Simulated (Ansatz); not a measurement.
`[TeH]B1CS1` + `N[AsH2]` → `N[AsH][TeH]` + `B1CS1` at 700 K and 1 bar (ligand exchange at a Te–B bond).

Gas-phase electronic energies from Ansatz, PBE0-D4/def2-TZVP geometries. CCSD(T)/CBS is the MP2 limit (def2-TZVPP, def2-QZVPP) plus CCSD(T) − MP2 in def2-TZVPP, frozen cores. This one scheme is used for every species. Elements past krypton have def2 core potentials. For As, Te outer-core shells are correlated without core-valence functions, which leaves a few kJ/mol of doubt a bond. Scalar relativity is left out up to krypton. Each species was taken in one conformer, which may not be the lowest.

```tsv
species	CCSD(T)/CBS energy (Eh)	H − E (kJ/mol)	S (J/(mol·K))
`[TeH]B1CS1`	-730.16423	159.5	408.3
`N[AsH2]`	-2292.09958	152.3	328.9
`N[AsH][TeH]`	-2559.85306	168.3	420.4
`B1CS1`	-462.41225	145.8	322.1
```

H − E and S are ideal-gas, rigid-rotor, harmonic terms from PBE0-D4/def2-TZVP, for one conformer and one mirror image of each species. 1 Eh = 2625.50 kJ/mol, R = 8.31446 J/(mol·K).

Question: By hand: ΔE, ΔH, ΔS and ΔG.

Answer: ΔE = (-2559.85306) + (-462.41225) − (-730.16423) − (-2292.09958) = -0.00150 Eh = -3.9 kJ/mol. Δ(H − E) = 168.3 + 145.8 − 159.5 − 152.3 = 2.3, so ΔH = -1.6 kJ/mol. ΔS = 420.4 + 322.1 − 408.3 − 328.9 = 5.3 J/(mol·K). ΔG = -1.6 − 700 × (5.3)/1000 = -5.3 kJ/mol.

Question: By hand: the equilibrium constant, and the temperature at which ΔG would vanish if ΔH and ΔS stayed fixed.

Answer: log₁₀ K = −ΔG/(RT ln 10) = 0.4. ΔH and −TΔS have one sign here, so there is no such temperature. One of them is within its doubt of zero, so this could turn.

TΔS isn't small against ΔH here. The sign of ΔG lies within the doubt. A doubt of 5 kJ/mol in ΔE shifts log₁₀ K by 0.4 here. Other conformers and mirror images would add mixing entropy, several J/(mol·K) or more a flexible species. These are equilibria of isolated gas molecules and say nothing of rates. Largest T1 diagnostic: 0.016 (customary marks: 0.02 for closed shells, 0.045 for open ones).
